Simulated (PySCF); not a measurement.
How methods differ on the ionisation energy of Ta²⁺

Ta²⁺ [Xe] 4f14 5d3 (4F) → Ta³⁺ [Xe] 4f14 5d2 (3F), as a difference of total energies. Calculation: PySCF 2.14, in x2c-TZVPPall with one added diffuse shell each of s, p, d, f type (12s8p8d4f1g, 113 functions); scalar relativity by spin-free X2C-1e. The calculations carry no spin-orbit coupling.

Task: Order these methods by the ionisation energy they give, lowest first.
A. B97-3
B. UHF
C. wB97X
D. BP86

Result: B (23.110 eV), C (23.665 eV), A (23.959 eV), D (24.375 eV).

The reference lies between the lowest fine-structure levels, while these numbers refer to the centres of the terms.

For comparison: 23.1 ± 1.6 eV (theoretical estimate listed by NIST; NIST Atomic Spectra Database, ionization energies).
